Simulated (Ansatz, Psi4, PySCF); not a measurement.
Cl₂Se, charge -1, doublet, at a GFN2-xTB geometry (a state made from the parent by changing its charge; the spin is typed, not shown lowest). Base run: PySCF with CAMB3LYP/cc-pVDZ.

Geometry (Å):
```xyz
3

Se     0.0995     0.1199     0.8339
Cl     1.0169     1.2300    -0.7504
Cl    -1.2160    -1.4697    -0.9173
```
Charge -1, spin multiplicity 2.
Orbitals are unrestricted.
All else is at PySCF's defaults.

The same geometry, method and basis name were run in Ansatz (a program for electronic structure) and Psi4 and PySCF, at each program's defaults and at the settings that a row names. The base is PySCF at its defaults. Differences at the defaults can come from grids, fitting, cores and function types together.

| code and settings | ΔE vs base (mEh) | basis functions | E (Eh) | SCF cycles |
|---|---|---|---|---|
| PySCF, defaults (exact integrals, its default grid, spherical functions) | 0.000 | 63 | -3322.14242 | 13 |
| Psi4, defaults (density fitting with its default set, its default grid, spherical functions) | 118.6 | 63 | -3322.02380 | 11 |
| Ansatz, defaults (factorised integrals, its default grid, spherical functions) | 0.002 | 63 | -3322.14242 | - |
| PySCF, density fitting with def2-universal-jkfit | -0.018 | 63 | -3322.14244 | 13 |
| PySCF, fine grid | 0.000 | 63 | -3322.14242 | 13 |
| Psi4, exact integrals, spherical functions, fine grid | -0.001 | 63 | -3322.14243 | 16 |
| Ansatz, high accuracy | 0.001 | 63 | -3322.14242 | - |

Open shells are given as the SCF converged; they aren't shown to be the lowest states, and a large step between rows can be another state.
